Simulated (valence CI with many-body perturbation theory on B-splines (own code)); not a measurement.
# Sensitivity of CI+MBPT for Ta XXXV

Calculated by valence CI with perturbative core correlation (CI+MBPT): three valence electrons over a frozen Dirac-Fock core [Kr], radial functions for each j: 6 s, 6 p, 5 d, 5 f, 1 g, with the one-electron correlation potential Σ1 (screened to all orders), the two-electron term Σ2, the three-electron term Σ3, Breit, model QED; selected single and double excitations, second order for the rest, scaled by the run's own slope (own B-spline code, finite nucleus).

No measured spectrum was set against this ion. As an estimate, large intervals hold to a few tenths of a per cent, small ones and those within an open d or f shell to about a per cent. Only levels of the ground parity were solved; by the run's estimate the other parity begins above the list, which can be wrong where configurations are misplaced.

The reference run has the lowest level (4d3/2^3) J=3/2 and an ionisation energy of 1435.53 eV. Its largest variational space holds 2444 state functions.

Levels are named by their leading jj configuration (3d3/2^4 stands for four electrons in 3d with j = 3/2), which in mixed levels can hold well under half, so a name can repeat and another be missing. Letters in brackets count levels of one name in rising energy.

Changed runs:
A. correlating orbitals by l 3 3 3 3 1 → 4 4 3 0 0
B. scale of Σ1 1 → 0; hole-hole ladder in Σ2 on → off
C. three-electron term on → off
D. start configuration 4d3 → 5d3 (bad on purpose)

Excitation energies of the reference run in cm⁻¹, and shifts in cm⁻¹:

| Level | Reference | A | B | C |
| --- | --- | --- | --- | --- |
| (4d3/2^2 4d5/2) J=5/2 [a] | 111113 | -424 | -2539 | -194 |
| (4d3/2^2 4d5/2) J=3/2 | 130531 | +75 | -990 | -439 |
| (4d3/2^2 4d5/2) J=7/2 | 141089 | +6.2 | -2639 | +113 |
| (4d3/2^2 4d5/2) J=9/2 | 144381 | +168 | -3518 | +55 |
| (4d3/2^2 4d5/2) J=1/2 | 145897 | +303 | -268 | -422 |
| (4d3/2^2 4d5/2) J=5/2 [b] | 207609 | +740 | +1191 | +355 |
| (4d3/2 4d5/2^2) J=7/2 [a] | 251366 | -222 | -3564 | +2.4 |
| (4d3/2 4d5/2^2) J=9/2 | 264340 | -125 | -4367 | -177 |
| (4d3/2 4d5/2^2) J=3/2 [a] | 278007 | +151 | -746 | +213 |
| (4d3/2 4d5/2^2) J=1/2 | 286665 | +502 | -469 | -482 |
| (4d3/2 4d5/2^2) J=5/2 [a] | 294019 | +490 | -1128 | +655 |
| (4d3/2 4d5/2^2) J=11/2 | 294306 | +403 | -5140 | +38 |
| Ionisation energy (eV) | 1435.53 | -0.11 | -3.20 | -0.0089 |

Run D: It gave no result: the start configuration must fill the lowest shells above the core. The program said: "5d is not the lowest shell of its kind above the core".
